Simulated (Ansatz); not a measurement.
Constitutional and geometric isomers with formula H6Si3. All species are isolated molecules in the gas phase. Strings in code marks are SMILES.

Quantity: electronic energy of isomers of H6Si3 relative to `[SiH2]1[SiH2][SiH2]1`, in eV. The restricted reference of `[SiH2]=[SiH][SiH3]` is unstable towards unrestricted orbitals.

Case: `[SiH2]=[SiH][SiH3]`. Geometry of `[SiH2]=[SiH][SiH3]` (neutral, multiplicity 1, Å):

```xyz
9

Si     1.9682    -0.3822     0.6560
Si     0.3632     0.8890    -0.0059
Si    -1.6723    -0.1105    -0.5138
H      2.0135    -1.7919     0.2174
H      3.2884     0.1323     1.0760
H      0.3585     2.2893     0.4765
H     -1.4097    -1.5507    -0.7400
H     -2.6604     0.0475     0.5803
H     -2.2494     0.4773    -1.7466
```

Q: What electronic energy of isomers of H6Si3 relative to `[SiH2]1[SiH2][SiH2]1` does frozen-core CCSDTQ/6-31g // B3LYP-D3(BJ)/def2-TZVP (Ansatz, a first-principles code) give?

A: 0.032 eV.
